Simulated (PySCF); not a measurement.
Input of a run (PBE0-D3(BJ)/def2-SVP geometry optimisation, gas phase (PySCF 2.14.0)), started from a GFN2-xTB structure with every atom displaced at random (by about 0.01 Å):
```
{"job": {"xc": "PBE0", "basis": "def2-SVP", "d3": "d3bj", "grid": 1, "shake": 0.01, "kind": "geom"}, "charge": 0, "multiplicity": 1}
C     -2.381990     0.943010     0.787310
C     -1.772450     0.062080     0.055700
O     -0.421150     0.006790     0.017270
B      0.343460    -0.885150    -0.699180
F     -0.318700    -1.817880    -1.450080
O      1.639210    -0.913320    -0.729000
C      2.480240    -0.027950    -0.006000
H     -1.853870     1.694950     1.371550
H     -3.476670     1.007220     0.814960
H     -2.281140    -0.673310    -0.538090
H      3.184020     0.395780    -0.696150
H      3.005790    -0.589660     0.770230
H      1.859080     0.780560     0.447770
```

Output (energies in Eh, forces in Eh/bohr):
```
step   0  E = -392.47309505  max force = 0.063030
step   1  E = -392.47840731  max force = 0.021706
step   2  E = -392.47887528  max force = 0.009186
step   3  E = -392.47921126  max force = 0.006188
step   4  E = -392.47928520  max force = 0.005357
step   5  E = -392.47954906  max force = 0.001292
step   6  E = -392.47955864  max force = 0.000650
step   7  E = -392.47956500  max force = 0.000475
step   8  E = -392.47957066  max force = 0.000175
optimisation converged
```

Q: Summarise the run.

A: The energy falls by 17.0 kJ/mol over 9 energy and gradient evaluations, the largest force component goes from 0.0630 to 1.7e-04 Eh/bohr, and the atoms move by 0.040 Å rms after alignment. The bond that changes most is B4–O6 (three-coordinate boron to boron-bound oxygen), which lengthens by 0.044 Å. Bonds longer at the end by more than 0.005 Å: 6 of 12; shorter: 5. Among the angles that change most is O3–B4–O6, from 125.6° to 121.6°. The energy never rose by more than 1e-6 Eh on the way. The first step brought 82 % of the lowering.

Q: What are the final bond lengths?

A: C1=C2 1.330 Å, C2–O3 1.359 Å, O3–B4 1.365 Å, B4–F5 1.330 Å, B4–O6 1.340 Å, O6–C7 1.406 Å, C1–H8 1.092 Å, C1–H9 1.090 Å, C2–H10 1.095 Å, C7–H11 1.100 Å, C7–H12 1.101 Å, C7–H13 1.100 Å. Numbering counts from 1 in the input's order; the species is `C=COB(F)OC`.

The run used 128 basis functions and 61 SCF cycles in all. The run took 37 s on an Intel Xeon 6975P-C with one thread, shared host with 192 logical CPUs at a one-minute load of 48, and the process peaked at 0.53 GiB of memory.

No frequency check. The numbers are those of one conformer.

Shape of the structure used: `[CH2:1]=[CH:2][O:3][B:4]([F:5])[O:6][CH3:7]`: C1–C2–O3–B4 -178°, C2–O3–B4–F5 0°, O3–B4–O6–C7 1°.
